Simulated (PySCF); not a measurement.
Compound: C5H5NO.
Numbering: `[O:1]=[CH:2][n:3]1[cH:4][cH:5][cH:6][cH:7]1` (hydrogens: H8 on C2; H9 on C4; H10 on C5; H11 on C6; H12 on C7)

Level: PBE0/def2-SVPD in PySCF, non-relativistic, on one gas-phase PBE0-D3(BJ)/def2-SVP geometry that isn't relaxed in the solvent. The solvent is an IEF-PCM continuum (Bondi radii, 1.10 Å for H, scaled by 1.2), and excitations are vertical TDDFT with non-equilibrium linear response and a frozen core. The model holds no explicit solvent molecules, cavitation or dispersion.

Gas-phase singlets (H = HOMO, L = LUMO):

```json
{"state": "S1", "E (eV)": "4.585", "λ (nm)": "270", "f": "0.014", "leading configurations": "H→L 98%"}
{"state": "S2", "E (eV)": "4.993", "λ (nm)": "248", "f": "0.001", "leading configurations": "H-2→L 96%"}
{"state": "S3", "E (eV)": "5.724", "λ (nm)": "217", "f": "0.257", "leading configurations": "H-1→L 89%"}
{"state": "S4", "E (eV)": "6.532", "λ (nm)": "190", "f": "0.003", "leading configurations": "H→L+1 96%"}
{"state": "S5", "E (eV)": "6.999", "λ (nm)": "177", "f": "0.172", "leading configurations": "H→L+2 90%"}
```

Question: What are the lowest 5 singlets in acetone (ε = 20.49)?

Answer: 
```csv
state,E (eV),λ (nm),f,leading configurations,change by rank (eV)
S1,4.502,275,0.020,H→L 98%,-0.083
S2,5.123,242,0.001,H-2→L 96%,+0.130
S3,5.644,220,0.346,H-1→L 92%,-0.080
S4,6.593,188,0.000,H→L+1 95%,+0.061
S5,6.982,178,0.204,H→L+2 93%,-0.017
```

Question: Give the list for acetonitrile (ε = 35.69), n² = 1.81.

Answer: 
| state | E (eV) | λ (nm) | f | leading configurations | change by rank (eV) |
| --- | --- | --- | --- | --- | --- |
| S1 | 4.502 | 275 | 0.019 | H→L 98% | -0.083 |
| S2 | 5.128 | 242 | 0.001 | H-2→L 96% | +0.135 |
| S3 | 5.647 | 220 | 0.344 | H-1→L 92% | -0.077 |
| S4 | 6.594 | 188 | 0.000 | H→L+1 95% | +0.062 |
| S5 | 6.988 | 177 | 0.201 | H→L+2 93% | -0.011 |

Question: The ground-state energy changes by -0.260 eV from gas to acetonitrile. By how much does the total energy of gas-phase S1 change?

Answer: E(S1) = E(S0) + excitation energy, so it changes by -0.260 − 0.083 = -0.343 eV: it is lowered more than the ground state, which is what a red shift means. This is the vertical state, with the slow part of the continuum still set for S0.

Question: How do the frontier levels move from gas to acetonitrile?

Answer: 
```
orbital  gas (eV)  solvent (eV)  change (eV)
 LUMO+2      0.95          1.15        +0.20
 LUMO+1      0.79          1.01        +0.22
   LUMO     -1.34         -1.28        +0.06
   HOMO     -6.88         -6.77        +0.11
 HOMO-1     -7.83         -7.77        +0.06
 HOMO-2     -8.44         -8.51        -0.07
 HOMO-3    -11.04        -11.02        +0.02
```

The HOMO–LUMO gap goes from 5.54 to 5.49 eV. Rows go by rank; for HOMO-3, LUMO+1 and LUMO+2 the atom shares or the degeneracy differ between the runs, so the row needn't follow one orbital.

Conformer computed: `[O:1]=[CH:2][n:3]1[cH:4][cH:5][cH:6][cH:7]1`: O1–C2–N3–C4 180°.
